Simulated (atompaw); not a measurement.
Before and after: PAW (atompaw) potential for barium (Ba)

barium, PAW, made with atompaw 4.2.0.5 (PBE, scalar-relativistic). Core [Xe], reference 5d0 6s2 6p0. Waves: 6s (bound): rc 3.00 bohr; 6s channel at 1.95 Ry: rc 3.00 bohr; 6p (bound, empty): rc 3.00 bohr; 6p channel at 2.65 Ry: rc 3.00 bohr; 5d (bound, empty): rc 3.00 bohr; 5d channel at 3 Ry: rc 3.00 bohr. Local part: ultrasoft scheme with l = 3 at 0 Ry, radius 2.65 bohr. Core correction: smooth core density matched at 1.95 bohr. Augmentation charge: besselshape compensation charge, radius 2.25 bohr; PAW radius 3.00 bohr; waves and projectors: custom polynom2 7 10 vanderbiltortho.

Change: all radii scaled by about 1.26 (s 3.78, p 3.78, d 3.78 bohr); local potential ultrasoft scheme with l = 3 at 0 Ry, radius 3.34 bohr; augmentation besselshape compensation charge, radius 2.84 bohr; PAW radius 3.78 bohr; waves and projectors: custom polynom2 7 10 vanderbiltortho; core correction smooth core density matched at 2.46 bohr.

Cutoffs: the cutoffs (Ry, on a coarse ladder) from which the occupation-weighted sum of valence levels, in a spherical-Bessel basis at the reference potential, stays within 10 and 1 mRy of its value at 400 Ry; they do not see the model core or the augmentation charge, which bear on the density cutoff.

**Question.** What does the change do?

**Answer.** Both files are very soft, the changed one slightly softer (loose and tight cutoff 6 and 8 Ry → 6 and 6 Ry on this coarse ladder); the bound ghosts move from p, s to s.

```csv
quantity,base,changed
"cutoff, loose",6 Ry,6 Ry
"cutoff, tight",8 Ry,6 Ry
bound ghosts,"s, p",s
lowest overlap eigenvalue by channel,"s 0.35, p 0.64, d 0.83","s 0.74, p 1.00, d 0.94"
```

Base: The cutoffs count occupied waves only; the empty 5d level needs 10 Ry at the loose tolerance. A true bound ghost makes a file unfit for plane-wave use even where its test errors are small: the radial tests pick states by their node count and pass the ghost by. The cutoffs see the waves, projectors and local potential, not the compensation charge or the core.
